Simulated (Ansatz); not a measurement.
A run for Ansatz (a program for electronic structure): U-CCSD(T)/cc-pVTZ on C3H6 (SMILES C[C]C), 2S+1 = 3, a spin state set in the input, which need not be the lowest, at the other state's geometry.

Ansatz 0.2 input:
```yaml
crystal:
  periodic: [false, false, false]
  atoms:
    - {symbol: C, position_ang: [1.22431124, -0.01073060, 0.10538857]}
    - {symbol: C, position_ang: [-0.02960890, 0.26526343, -0.60191899]}
    - {symbol: C, position_ang: [-1.21030647, -0.11473687, 0.17931429]}
    - {symbol: H, position_ang: [1.46771354, -0.99654798, -0.33715158]}
    - {symbol: H, position_ang: [1.17707079, -0.15770946, 1.19671969]}
    - {symbol: H, position_ang: [2.05211129, 0.63998802, -0.17847518]}
    - {symbol: H, position_ang: [-1.06820747, -0.81758698, 1.01636128]}
    - {symbol: H, position_ang: [-2.08167352, -0.37514269, -0.42249510]}
    - {symbol: H, position_ang: [-1.45338985, 0.86822337, 0.62833767]}
basis:
  gaussian:
    orbitals: cc-pVTZ
magnetization: {spin_polarized: true, initial_magnetization: 2}
correlation: {method: ccsd_t, electrons: outside_noble_gas}
scf: {omitted_lower_state_checks: [cluster_reference]}
```

It printed:

```
WARN ansatz: RAYON_NUM_THREADS=2 ignored (pool sized by the plan → 2); use --threads N
Functional definition: HF
these checks for a lower state are left out or cut short: cluster_reference
integrals: 0.90 GiB planned
973 factors; integrals over basis functions are off by at most 1.1e-3 eV
mean field: 0.52 GiB planned
mean field evaluation 1: about -3180.9318 eV, gradient 2.1e1 eV
mean field evaluation 2: about -3180.9323 eV, gradient 2.1e1 eV
mean field evaluation 4: about -3184.0917 eV, gradient 3.2e0 eV
mean field evaluation 8: about -3184.2391 eV, gradient 1.6e-1 eV
mean field -3184.23951975 eV, -117.0186439957 hartree, gradient 2.3e-6 eV, S^2 2.017039; 0 other end points of the search recorded, 0 dependent functions left out
3 core orbitals not correlated
reference -3184.23951975 eV, -117.0186439957 hartree; 10, 8 occupied and 161, 163 virtual orbitals, 973 factors
second order -12.68972286 eV of doubles, -0.00000000 eV of singles
coupled cluster: 2.48 GiB planned
cycle   1  -13.41130357 eV  change   -7.2e-1 eV  update   7.1e-2
cycle   2  -13.75493180 eV  change   -3.4e-1 eV  update   2.3e-2
cycle   3  -13.80958115 eV  change   -5.5e-2 eV  update   1.1e-2
cycle   4  -13.80693093 eV  change    2.7e-3 eV  update   4.0e-3
cycle   5  -13.80758225 eV  change   -6.5e-4 eV  update   1.5e-3
cycle   6  -13.80761013 eV  change   -2.8e-5 eV  update   4.6e-4
cycle   7  -13.80762987 eV  change   -2.0e-5 eV  update   1.7e-4
cycle   8  -13.80764888 eV  change   -1.9e-5 eV  update   6.3e-5
cycle   9  -13.80763877 eV  change    1.0e-5 eV  update   2.3e-5
cycle  10  -13.80763865 eV  change    1.2e-7 eV  update   7.9e-6
perturbative correction -0.50514344 eV, -0.0185636789 hartree
Total energy: -3198.55230184 eV, -117.5446290358 hartree
Checks for a lower state left out: cluster_reference
```

The run converged.

Cost: very roughly 70 core-seconds.
